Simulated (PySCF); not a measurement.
B(OH)2(OMe) (CH5BO3), SMILES COB(O)O.

Geometry optimised at B3LYP-D3(BJ)/def2-SVP. Other conformers were not sampled.

Two levels are set side by side: TDA-PBE/def2-SVPD (PySCF) and TDA-LC-ωPBE/def2-SVPD (PySCF). Vertical, same geometry. The lowest singlet is HOMO→LUMO 100 % with PBE and HOMO→LUMO 68 %, HOMO−2→LUMO 14 % with the other functional; states are paired by order. Differences are taken from unrounded values.

| quantity | TDA-LC-ωPBE | TDA-PBE | TDA-PBE minus TDA-LC-ωPBE |
|---|---|---|---|
| lowest singlet excitation (eV) | 8.03 | 5.73 | -2.31 |
| lowest triplet excitation (TDA) (eV) | 7.79 | 5.66 | -2.13 |

Functionals without exact exchange tend to place singlet excitations lower, as here. Differences between two approximate levels are no errors against the true value.

Rough cost on one machine, each run with all the roots and properties that it gave: TDA-LC-ωPBE against TDA-PBE about 3 times.
